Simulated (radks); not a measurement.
Spherical quantum dot in the effective-mass picture: electrons in a hard-walled sphere of radius 3.8, all in effective atomic units (hartree* = m*/eps^2 hartree, bohr* = eps/m* bohr), one dielectric constant everywhere. Calculated with a radial shooting solver with Libxc functionals: non-relativistic Kohn-Sham, r2SCAN, spin-polarised, spherical densities, generalised Kohn-Sham scheme. Levels are named by radial order and angular momentum (1s, 1p, 1d, 2s, ...), and open shells are averaged over m. Each electron was tried in the lowest free levels, single moves between levels near the top were tried too, and the lowest total energy was kept; such a search can miss a lower state. The series stops at N = 22: beyond it a trial failed or the search could not be trusted, so later rows were left out. At N = 1 the Hartree and exchange-correlation terms need not cancel, so that row can carry a self-interaction error.

| N | open shells | 2S | E (hartree*) | mu = E(N) - E(N-1) (hartree*) | addition energy mu(N+1) - mu(N) (hartree*) | e(HOMO) (hartree*) | rms radius (bohr*) |
|---|---|---|---|---|---|---|---|
| 1 | 1s(up 1, down 0) | 1 | 0.339716 | 0.33972 | 0.4189 | 0.49374 | 2.030 |
| 2 | none | 0 | 1.09838 | 0.75866 | 0.6389 | 0.91445 | 2.125 |
| 3 | 1p(up 1, down 0) | 1 | 2.49592 | 1.3975 | 0.3121 | 1.5489 | 2.264 |
| 4 | 1p(up 2, down 0) | 2 | 4.20559 | 1.7097 | 0.3279 | 1.8727 | 2.340 |
| 5 | 1p(up 3, down 0) | 3 | 6.24314 | 2.0375 | 0.4578 | 2.2029 | 2.392 |
| 6 | 1p(up 3, down 1) | 2 | 8.73848 | 2.4953 | 0.3005 | 2.6424 | 2.436 |
| 7 | 1p(up 3, down 2) | 1 | 11.5343 | 2.7958 | 0.3159 | 2.9523 | 2.471 |
| 8 | none | 0 | 14.6461 | 3.1117 | 0.7005 | 3.2720 | 2.500 |
| 9 | 1d(up 1, down 0) | 1 | 18.4582 | 3.8122 | 0.3083 | 3.9656 | 2.536 |
| 10 | 1d(up 2, down 0) | 2 | 22.5788 | 4.1205 | 0.3120 | 4.2760 | 2.566 |
| 11 | 1d(up 3, down 0) | 3 | 27.0113 | 4.4325 | 0.3139 | 4.5892 | 2.592 |
| 12 | 1d(up 4, down 0) | 4 | 31.7577 | 4.7464 | 0.3149 | 4.9037 | 2.614 |
| 13 | 1d(up 5, down 0) | 5 | 36.8191 | 5.0614 | 0.4349 | 5.2190 | 2.634 |
| 14 | 1d(up 5, down 1) | 4 | 42.3154 | 5.4963 | 0.3014 | 5.6463 | 2.653 |
| 15 | 1d(up 5, down 2) | 3 | 48.1131 | 5.7977 | 0.3055 | 5.9498 | 2.669 |
| 16 | 1d(up 5, down 3) | 2 | 54.2163 | 6.1032 | 0.3081 | 6.2567 | 2.684 |
| 17 | 1d(up 5, down 4) | 1 | 60.6275 | 6.4113 | 0.3096 | 6.5657 | 2.698 |
| 18 | none | 0 | 67.3484 | 6.7209 | 0.7671 | 6.8759 | 2.711 |
| 19 | 1f(up 1, down 0) | 1 | 74.8364 | 7.4879 | 0.3031 | 7.6381 | 2.726 |
| 20 | 1f(up 2, down 0) | 2 | 82.6274 | 7.7910 | 0.3041 | 7.9420 | 2.739 |
| 21 | 1f(up 3, down 0) | 3 | 90.7225 | 8.0951 | 0.3050 | 8.2469 | 2.752 |
| 22 | 1f(up 4, down 0) | 4 | 99.1227 | 8.4002 | - | 8.5525 | 2.764 |

All shells are closed at N = 2, 8, 18 (there: 1s2 1p6 1d10); the second difference of the energy has clear peaks (12 % above both neighbours; the first and last values, which can be the largest, are not judged, and half-filled shells can peak too) at N = 2, 5, 8, 13, 18.
